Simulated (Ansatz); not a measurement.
Reaction (substitution at a C–N bond): `CN(C)BF` + `[F][Al]([F])[SH]` → `C[S][Al]([F])[F]` + `CNBF`

Computed with Ansatz on PBE0-D4/def2-TZVP structures; ΔE is electronic, products minus reactants. CBS: MP2 limit from def2 TZ/QZ plus the TZ coupled-cluster correction, frozen cores. This one scheme is used for every species. DFT in def2-TZVPP. B3LYP here is the variant with VWN-RPA as its local correlation; programs differ in this. HSE06 is defined as in plane-wave codes. One conformer a species, not always the lowest.

| level | ΔE (kcal/mol) | difference from CCSD(T)/CBS |
| --- | --- | --- |
| LDA (SPW92) | 1.5 | 1.7 |
| PBE-D4 | -0.9 | -0.7 |
| BLYP-D4 | -0.8 | -0.6 |
| r2SCAN-D4 | -0.5 | -0.3 |
| B97M-V | -0.1 | 0.1 |
| PBE0-D4 | -0.7 | -0.5 |
| B3LYP-D4 | -0.6 | -0.4 |
| r2SCANh-D4 | -0.5 | -0.3 |
| r2SCAN0-D4 | -0.5 | -0.3 |
| HSE06-D4 | -0.8 | -0.6 |
| BHLYP-D4 | -0.5 | -0.3 |
| ωB97X-V | -0.2 | 0.0 |
| ωB97M-V | -0.4 | -0.2 |
| B2PLYP | -0.5 | -0.3 |
| PBE-QIDH | -0.2 | 0.0 |
| revPBE | -2.0 | -1.8 |
| BLYP | -1.4 | -1.2 |
| PBE0 | -0.9 | -0.7 |
| B3LYP | -1.0 | -0.8 |
| r2SCANh | -0.6 | -0.4 |
| r2SCAN0 | -0.6 | -0.4 |
| HSE06 | -1.0 | -0.8 |
| BHLYP | -0.5 | -0.3 |
| CAM-B3LYP | 0.0 | 0.2 |
| RPA@PBE/def2-TZVPP | 1.1 | 1.3 |
| HF/def2-SVP | 1.7 | 1.9 |
| MP2/def2-SVP | 2.6 | 2.8 |
| CCSD/def2-SVP | 3.0 | 3.2 |
| CCSD(T)/def2-SVP | 3.1 | 3.3 |
| HF/def2-TZVPP | -0.7 | -0.5 |
| MP2/def2-TZVPP | 0.4 | 0.6 |
| SCS-MP2/def2-TZVPP | 0.3 | 0.5 |
| CCSD/def2-TZVPP | 0.7 | 0.9 |
| CCSD(T)/def2-TZVPP | 0.7 | 0.9 |
| HF/def2-QZVPP | -0.7 | -0.5 |
| MP2/def2-QZVPP | -0.2 | 0.0 |
| SCS-MP2/def2-QZVPP | -0.3 | -0.1 |
| HF/CBS(def2) | -0.7 | -0.5 |
| MP2/CBS(def2) | -0.6 | -0.4 |
| CCSD/CBS(def2) | -0.2 | 0.0 |
| CCSD(T)/CBS | -0.2 | 0 |

Largest T1 diagnostic among the species: 0.012.

From BLYP to BHLYP (50 % exact exchange), in def2-TZVPP and without D4, ΔE moves by +0.8 kcal/mol. Leaving LDA and LC-ωPBE aside and taking each functional with its dispersion term where it has one, the values, not all of them listed here, spread over 1.1 kcal/mol, from PBE-D4 to CAM-B3LYP-D4. LDA lies +2.7 kcal/mol from PBE without D4. At CCSD(T), def2-SVP lies +3.3 kcal/mol from the extrapolated value and def2-TZVPP +0.9 kcal/mol.
